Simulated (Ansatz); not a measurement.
# What each rung costs, and what it gives

The pair of H3O⁺ (SMILES [OH3+], atoms 1–4) and GeH4 (SMILES [GeH4], atoms 5–9), both closed shells, in one local arrangement (a lower one may exist), relaxed at PBE0-D4/def2-TZVP:

O1  (0.158, -0.147, -1.931)
H2  (0.902, 0.303, -2.368)
H3  (-0.654, -0.065, -2.460)
H4  (0.025, 0.165, -0.913)
Ge5  (-0.081, -0.105, 1.639)
H6  (-0.476, 1.056, 2.541)
H7  (1.364, -0.573, 1.760)
H8  (-0.137, 0.600, 0.193)
H9  (-1.101, -1.234, 1.538)
(Å)

Interaction energies are counterpoise-corrected; the time is that of the whole pair.

Program: Ansatz 0.2.0. Basis: as named in each row. Cores are frozen in the correlated methods. Filled d shells of the heavier atoms are correlated. The def2 sets are not built for correlating such inner shells, so the correlated values are less sure here. B3LYP uses VWN-RPA correlation. Extrapolation: Hartree–Fock as exp(−7.88 √X), correlation as X^−2.97.

Times are rough, for one single point on 4 threads of a shared host (Arm Neoverse V2).

The estimate by CCSD(T) at an estimated basis limit (MP2 extrapolated from triple and quadruple zeta, plus CCSD(T) − MP2 in triple zeta) is -0.872 eV.

```
   method        basis  time (s)  interaction energy (eV)  method less estimate
       HF       STO-3G   under 1                   -0.805                 0.067
   PBE-D4       STO-3G   under 1                   -1.107                -0.235
    SPW92     def2-SVP   under 1                   -1.102                -0.230
 B3LYP-D4        6-31G   under 1                   -0.969                -0.097
   PBE-D4     def2-SVP   under 1                   -1.016                -0.144
  PBE0-D4     def2-SVP   under 1                   -0.950                -0.078
revPBE-D4  def2-TZVPPD         1                   -1.008                -0.136
  CCSD(T)     def2-SVP         1                   -0.753                 0.120
   PBE-D4  def2-TZVPPD         1                   -1.055                -0.183
  BLYP-D4  def2-TZVPPD         1                   -1.023                -0.151
  PBE0-D4  def2-TZVPPD         2                   -0.996                -0.124
 B3LYP-D4  def2-TZVPPD         2                   -0.992                -0.120
 HSE06-D4  def2-TZVPPD         2                   -0.999                -0.127
  wB97M-V     def2-SVP         2                   -0.876                -0.004
r2SCAN-D4  def2-TZVPPD         2                   -1.007                -0.135
   B2PLYP  def2-TZVPPD         2                   -0.927                -0.055
  wB97X-V  def2-TZVPPD         4                   -0.917                -0.045
  wB97M-V  def2-TZVPPD         4                   -0.902                -0.030
   B97M-V  def2-TZVPPD         4                   -0.977                -0.105
      MP2  def2-QZVPPD         8                   -0.891                -0.019
  CCSD(T)  def2-TZVPPD        42                   -0.858                 0.014
```

T1 diagnostic: at most 0.012.
